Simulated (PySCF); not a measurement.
Shapes and spin states of PdO(OH)₂

These are results of PBE0/[Pd def2-SVP with ECP28, O def2-SVP, H def2-SVP], scalar-relativistic core potentials, density fitting, no spin–orbit coupling, PySCF, not measurements.

Relaxations began from a few typed shapes and spin states; open shells are unrestricted. The search is not exhaustive: other isomers or separated fragments can lie lower, and high-lying points may rest on an excited occupation.

```json
{"spin": "triplet", "group": "Cs", "bonds": "O–H 0.968 Å (×2), Pd–O 1.790 Å, Pd–O 1.867 Å, Pd–O 1.945 Å", "angles": "H–O–Pd 105.6°, H–O–Pd 114.2°, O–Pd–O 90.2°, O–Pd–O 96.0°, O–Pd–O 173.8°", "imaginary modes (cm⁻¹)": "none", "ΔE (kJ/mol)": "0.0", "ΔE with ZPE (kJ/mol)": "0.0"}
{"spin": "triplet", "group": "C1", "bonds": "O–H 0.968 Å, O–H 0.970 Å, Pd–O 1.775 Å, Pd–O 1.885 Å, Pd–O 1.901 Å", "angles": "H–O–Pd 105.5°, H–O–Pd 114.2°, O–Pd–O 101.5°, O–Pd–O 102.4°, O–Pd–O 156.0°", "imaginary modes (cm⁻¹)": "none", "ΔE (kJ/mol)": "0.1", "ΔE with ZPE (kJ/mol)": "1.2"}
{"spin": "triplet", "group": "C2", "bonds": "O–H 0.969 Å (×2), Pd–O 1.763 Å, Pd–O 1.896 Å (×2)", "angles": "H–O–Pd 111.2° (×2), O–Pd–O 106.0° (×2), O–Pd–O 148.1°", "imaginary modes (cm⁻¹)": "none", "ΔE (kJ/mol)": "6.9", "ΔE with ZPE (kJ/mol)": "9.1"}
{"spin": "singlet", "group": "C2", "bonds": "O–H 0.971 Å (×2), Pd–O 1.698 Å, Pd–O 1.862 Å (×2)", "angles": "H–O–Pd 108.7° (×2), O–Pd–O 119.7° (×2), O–Pd–O 120.5°", "imaginary modes (cm⁻¹)": "none", "ΔE (kJ/mol)": "19.0", "ΔE with ZPE (kJ/mol)": "24.9"}
{"spin": "quintet", "group": "Cs", "bonds": "O–H 0.968 Å (×2), Pd–O 1.878 Å, Pd–O 1.939 Å (×2)", "angles": "H–O–Pd 115.9°, H–O–Pd 116.5°, O–Pd–O 104.4°, O–Pd–O 107.0°, O–Pd–O 148.6°", "imaginary modes (cm⁻¹)": "none", "ΔE (kJ/mol)": "93.6", "ΔE with ZPE (kJ/mol)": "90.9"}
{"spin": "singlet", "group": "Cs", "bonds": "O–H 0.967 Å, O–H 0.969 Å, Pd–O 1.684 Å, Pd–O 1.902 Å, Pd–O 1.908 Å", "angles": "H–O–Pd 110.7°, H–O–Pd 116.2°, O–Pd–O 117.2°, O–Pd–O 118.4°, O–Pd–O 124.3°", "imaginary modes (cm⁻¹)": "718i, 669i, 99i", "ΔE (kJ/mol)": "114.6", "ΔE with ZPE (kJ/mol)": "–"}
```

The lowest minimum found is the triplet Cs: O–H 0.968 Å (×2), Pd–O 1.790 Å, Pd–O 1.867 Å, Pd–O 1.945 Å; H–O–Pd 105.6°, H–O–Pd 114.2°, O–Pd–O 90.2°, O–Pd–O 96.0°, O–Pd–O 173.8°.

For the lowest minimum: open d and f shells are described by one determinant, and the ground state may have another occupation or spin.
